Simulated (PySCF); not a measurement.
# How methods differ on the ionisation energy of Rh

Rh [Kr] 4d8 5s1 (4F) → Rh⁺ [Kr] 4d8 (3F), as a difference of total energies. All numbers are calculated (PySCF 2.14, the spin-free X2C one-electron Hamiltonian (Gaussian nucleus), in x2c-TZVPPall with one added diffuse shell each of s, p, d, f type (9s7p7d3f1g, 95 functions)). Correlated levels: valence and next inner shell: [Ar] 3d10 frozen. The calculations carry no spin-orbit coupling.

```json
{"method": "UHF", "ionisation energy (eV)": "6.314", "error (eV)": "-1.165"}
{"method": "MP2 (valence and next inner shell)", "ionisation energy (eV)": "7.454", "error (eV)": "-0.025"}
{"method": "SCS-MP2 (valence and next inner shell)", "ionisation energy (eV)": "7.199", "error (eV)": "-0.280"}
{"method": "CCSD (valence and next inner shell)", "ionisation energy (eV)": "7.286", "error (eV)": "-0.193"}
{"method": "CCSD(T) (valence and next inner shell)", "ionisation energy (eV)": "7.396", "error (eV)": "-0.083"}
```

Reference: 7.479 eV (measured; NIST levels, between the centres of gravity of the two terms).

Errors of the correlated levels include the incompleteness of this basis and the frozen core.
